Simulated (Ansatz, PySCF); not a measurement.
C2H4BF3, SMILES FCB(F)CF.

The structure is a stationary point at B3LYP-D3(BJ)/def2-SVP. The structure was generated by enumeration, and PubChem lists no compound with its InChIKey, so it may never have been made. One conformer was computed; it need not be the lowest.

Vertical ionisation energy (IE) and electron affinity (EA) in eV. Rows of orbital energies are one-electron estimates. Where ΔSCF, EOM or ADC give a negative EA the extra electron is unbound and the value depends on the basis.

| level | IE | EA |
|---|---|---|
| −ε(HOMO), −ε(LUMO), CAM-B3LYP/def2-TZVP (PySCF) | 10.26 | -0.44 |
| −ε(HOMO), −ε(LUMO), PBE/def2-TZVP (PySCF) | 7.07 | 1.69 |
| ΔSCF, PBE0/def2-SVPD (Ansatz), final states of multiplicity 2 and 2 | 11.16 | -1.16 |
| ΔSCF, PBE/def2-SVPD (Ansatz), final states of multiplicity 2 and 2 | 10.50 | -1.00 |

### Question
What vertical singlet–triplet gap does ΔSCF give with PBE0/def2-SVPD (Ansatz, a quantum-chemistry and plane-wave program) and with PBE/def2-SVPD (Ansatz)? (Estimate from the structure and the level; the computed values follow.)

### Answer
5.76 and 5.23 eV (triplet above singlet where positive).
